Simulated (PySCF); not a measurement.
## BeSe at PBE

Level: PBE. Be def2-TZVPP, Se def2-TZVPP; no relativity (PySCF 2.14).

```json
{
  "state": "¹Σ⁺ (singlet), closed shell",
  "bond length": "1.884 Å",
  "harmonic wavenumber": "828 cm⁻¹",
  "force constant": "3.27 mdyn/Å",
  "rotational constant Be": "0.5866 cm⁻¹",
  "anharmonicity ωexe": "4.39 cm⁻¹",
  "vibration–rotation constant αe": "0.00441 cm⁻¹",
  "well depth De to Be + Se": "3.19 eV",
  "dissociation energy D0": "3.14 eV",
  "HOMO–LUMO gap": "0.93 eV",
  "bond order (Mayer)": "2.50",
  "dipole moment (positive dipole means Be(−)Se(+))": "-4.49 D"
}
```
